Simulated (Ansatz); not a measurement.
Correlation energies of C$_{4}$H$_{10}$O$_{2}$S (`CCS(=O)(=O)CC`) by basis set

```tsv
atom	x (Å)	y (Å)	z (Å)
C1	-1.9579	-0.3934	0.5652
C2	-0.8426	-1.1526	-0.1211
S3	0.7741	-0.8469	0.5630
O4	1.7182	-1.5941	-0.2258
O5	0.7014	-1.0532	1.9857
C6	1.0850	0.8874	0.2974
C7	1.1388	1.2896	-1.1609
H8	-1.8912	0.6807	0.3804
H9	-2.9251	-0.7316	0.1887
H10	-1.9305	-0.5610	1.6425
H11	-0.7773	-0.9529	-1.1923
H12	-0.9449	-2.2341	0.0060
H13	2.0482	1.0271	0.7964
H14	0.3357	1.4361	0.8711
H15	1.8409	0.6590	-1.7077
H16	0.1602	1.2131	-1.6394
H17	1.4670	2.3269	-1.2492
```

Total charge 0; spin multiplicity 1. Geometry: relaxed with PBE0-D4/def2-TZVP. It is one conformer, not always the lowest. Frozen core, restricted reference, Ansatz 0.2.0. CBS rows extrapolate triple and quadruple zeta; past MP2 they add the triple-zeta difference.

```
     basis     HF (Eh)  MP2 corr.  CCSD corr.       (T)  CCSD(T) total
  def2-SVP  -704.10833   -1.09072    -1.15159  -0.03577     -705.29569
def2-TZVPP  -704.66635   -1.36861           ?         ?              ?
def2-QZVPP  -704.69458          ?           –         –              –
 CBS(def2)  -704.69847          ?    -1.59026     as TZ              ?
```

**Question.** Fill in the withheld values. (An estimate is asked.)

**Answer.** Computed: def2-TZVPP CCSD corr.: -1.41379; def2-TZVPP (T): -0.06007; def2-TZVPP CCSD(T) total: -706.14021; def2-QZVPP MP2 corr.: -1.46998; CBS(def2) MP2 corr.: -1.54507; CBS(def2) CCSD(T) total: -706.34880.
